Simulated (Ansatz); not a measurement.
System: C6H11 (charge 0, doublet). It need not be the lowest isomer of its formula. 
Geometry from a B3LYP-D3(BJ)/def2-TZVP (Ansatz, a first-principles code) optimisation:
```xyz
17

C      2.5919     0.2335     0.8596
C      1.3396     0.6347     0.0865
C      0.4859    -0.5787    -0.3260
C     -0.7276    -0.1942    -1.1038
C     -1.9937    -0.0024    -0.5716
C     -2.3634    -0.1547     0.7472
H      3.1803     1.1077     1.1441
H      2.3330    -0.3060     1.7739
H      3.2319    -0.4193     0.2612
H      0.7241     1.3065     0.6903
H      1.6193     1.1966    -0.8092
H      0.2080    -1.1354     0.5726
H      1.1070    -1.2507    -0.9275
H     -0.5906    -0.0006    -2.1619
H     -2.7690     0.3033    -1.2682
H     -3.3824     0.0207     1.0613
H     -1.6581    -0.4518     1.5113
```
Charge 0, spin multiplicity 2.

Total electronic energies in hartree. Correlated levels leave the core frozen unless marked. Open shells are spin-unrestricted. Spin-orbit coupling is left out. No relativistic terms. CBS marks a two-point X^-3 extrapolation of the correlation energy; Hartree-Fock from the larger set. [CCSD(T)-MP2]/basis is that difference in the basis named.

The UHF reference is spin-contaminated (<S^2> 0.20 over the pure value in the largest basis). 

```tsv
level	program	energy (Eh)
HF/6-31G*	Ansatz	-233.57343
HF/cc-pVTZ	Ansatz	-233.65590
HF/cc-pwCVTZ	Ansatz	-233.65754
revPBE/def2-TZVPD	Ansatz	(withheld)
r2SCAN-D4/def2-TZVPD	Ansatz + dftd4	-235.14193
PBE0/6-31G*	Ansatz	-234.90625
PBE0/def2-SVP	Ansatz	-234.74172
r2SCAN0-D4/def2-TZVPD	Ansatz + dftd4	-235.12456
wB97X-V/def2-TZVPD	Ansatz	(withheld)
B2PLYP/def2-TZVPD	Ansatz	-235.04853
MP2/6-31G	Ansatz	-233.98899
SCS-MP2/STO-3G	Ansatz	-231.10156
CCSD(T)/STO-3G	Ansatz	-231.18788
CCSD(T)/6-31G*	Ansatz	-234.41773
RI-MP2/CBS(cc-pVTZ,cc-pVQZ)+[CCSD(T)-MP2]/cc-pVTZ	Ansatz	-234.8756
```

Problem. Some entries are withheld; supply them.

Solution. 
- revPBE/def2-TZVPD, energy (Eh): -235.21264
- wB97X-V/def2-TZVPD, energy (Eh): -235.21618
